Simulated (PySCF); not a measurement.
A structure optimised at PBE0-D3(BJ)/def2-SVP, used in a PySCF frequency run:

```
Sn
Cl 1 2.2610
Cl 1 2.2610 2 120.00
Cl 1 2.2610 2 120.00 3 180.00
```
Charge +1, spin multiplicity 1.

Write its SMILES, formula and point group.

[Cl][Sn+]([Cl])[Cl], Cl3Sn, D3h

What are its rotational constants (standard atomic weights)?

1.8592, 1.8592, 0.92960 GHz
